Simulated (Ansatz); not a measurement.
Reaction (ligand exchange at the Si–N bond): `[SiH3]/N=[C]1/[CH2][GeH2]1` + `N=CF` → `F/C=N/[SiH3]` + `N=[C]1[CH2][GeH2]1`

Isolated molecules relaxed with PBE0-D4/def2-TZVP in Ansatz; ΔE leaves out vibrations. CBS: MP2 limit from def2 TZ/QZ plus the TZ coupled-cluster correction, frozen cores. This one scheme is used for every species. Double bonds are as drawn, so ΔE can hold a change between cis and trans. Functionals use def2-TZVPP. For Ge outer-core shells are correlated without core-valence functions, which leaves a few kJ/mol of doubt a bond. Scalar relativity is left out up to krypton. Each species was taken in one conformer, which may not be the lowest.

| level | ΔE (kcal/mol) |
| --- | --- |
| PBE0 | 0.7 |
| MP2/def2-QZVPP | 1.6 |

Q: What does CCSD(T)/CBS give? (An estimate is asked.)

A: The calculation gave: +1.3 kcal/mol. The listed levels differ from it by -0.6, 0.3 kcal/mol.

Largest T1 diagnostic among the species: 0.014.

In def2-TZVPP, CCSD(T) changes the Hartree–Fock value by +2.0 kcal/mol (the triples alone add +0.6 kcal/mol) and MP2 by +2.4 kcal/mol. The D4 term adds +1.0 kcal/mol with B3LYP and +0.6 kcal/mol with PBE0; it sums over pairs of atoms, weighted by their polarisabilities, and B3LYP, whose exchange is more repulsive, gets the larger term.

B3LYP here is the variant with VWN-RPA as its local correlation; programs differ in this.
